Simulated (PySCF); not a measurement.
Harmonic spectrum computed at PBE0 in the def2-TZVP basis family (core potentials from Rb on, PySCF, no spin–orbit coupling):

```
ω (cm⁻¹)  IR (km/mol)
     181         29.3
     547          161
     861          217
```

Question: Which molecule gave it? In each, all ligands are bound to the one heavy central atom.
A. BOF (singlet)
B. HfOF (doublet)
C. ZrOF (doublet)
D. YOF (singlet)
E. TiOF (doublet)

Answer: D. It has Cs symmetry with Y–F 2.028 Å, Y–O 1.809 Å.
